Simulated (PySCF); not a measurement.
**Excitation energy of Sc²⁺ by level of theory**

Sc²⁺ [Ar] 3d1 (2D) → Sc²⁺ [Ar] 4p1 (2P), as a difference of total energies. Calculation: PySCF 2.14, in aug-cc-pwCVTZ-DK (10s9p7d4f3g, 127 functions); the spin-free X2C one-electron Hamiltonian (Gaussian nucleus). Correlated levels: valence and next inner shell: [Ne] frozen; nothing frozen. The calculations carry no spin-orbit coupling.

| method | excitation energy (eV) |
| --- | --- |
| UHF | 7.308 |
| LDA | 7.767 |
| PBE | 7.686 |
| PBE0 | 7.756 |
| r2SCAN | 7.848 |
| wB97M-V | 7.864 |
| MN15 | 7.735 |
| revPBE | 7.666 |
| MP2 (valence and next inner shell) | 7.540 |
| SCS-MP2 (valence and next inner shell) | 7.548 |
| MP2 (all electrons) | 7.550 |
| SCS-MP2 (all electrons) | 7.552 |

Question: How much does correlation contribute at MP2 (all electrons)?

Answer: 7.550 − (7.308) = 0.242 eV, measured against UHF.

A first-order spin-orbit estimate (lowest level to lowest level, LS coupling) adds -0.012 eV.
